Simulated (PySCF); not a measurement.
AuCl₄, SMILES [Cl][Au-]([Cl])([Cl])[Cl], charge -1, multiplicity 1. The structure is a stationary point at PBE-D3(BJ)/def2-SVPD. The spin state was assumed, not searched. The isomer is the one that the SMILES or the coordinates give; other isomers of the formula were not compared. The def2 effective core potentials stand for the cores of Au; spin–orbit coupling is left out.

Computed equilibrium geometry at PBE-D3(BJ)/def2-SVPD (PySCF confirms it by a frequency run) as bond lengths and angles, and its point group:
point group D4h.
Atoms: Au1 Cl2 Cl3 Cl4 Cl5. Bond lengths (Å): Au1–Cl2 2.357, Au1–Cl3 2.357, Au1–Cl4 2.357, Au1–Cl5 2.357. Angles (°): Cl2–Au1–Cl3 90.0, Cl2–Au1–Cl4 180.0, Cl2–Au1–Cl5 90.0, Cl3–Au1–Cl4 90.0, Cl3–Au1–Cl5 180.0, Cl4–Au1–Cl5 90.0.
Charge -1, spin multiplicity 1.
